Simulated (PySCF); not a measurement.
# Fractional electron number in Tb (terbium, neutral)

The 6s beta orbital of [Xe] 4f9 6s2 is emptied in steps (occupation f), with all orbitals relaxed, ending at [Xe] 4f9 6s1. All numbers are calculated (PySCF 2.14, scalar relativity through the core potential, in def2-SVP with the def2 core potential (28 electrons) (10s6p4d3f1g, 78 functions)). The exact energy is a straight line in f; departures are measured from the line between the end points of the same method.

```tsv
f	UHF (eV)
1	0.000
0.8	0.027
0.6	0.038
0.4	0.035
0.2	0.022
0	0.000
```

| method | E(f=0) − E(f=1) (eV) | −ε at f=1 (eV) | −ε at f=0.4 (eV) |
| --- | --- | --- | --- |
| UHF | 4.718 | 4.902 | 4.677 |

Orbital energy along the path (eV):

| f | UHF |
| --- | --- |
| 1 | -4.902 |
| 0.8 | -4.810 |
| 0.6 | -4.737 |
| 0.4 | -4.677 |
| 0.2 | -4.629 |
| 0 | -4.588 |

Reference removal energy between the ground levels: 5.864 eV (measured; NIST Atomic Spectra Database, ionization energies). The calculation has no spin-orbit coupling. UHF lacks correlation.
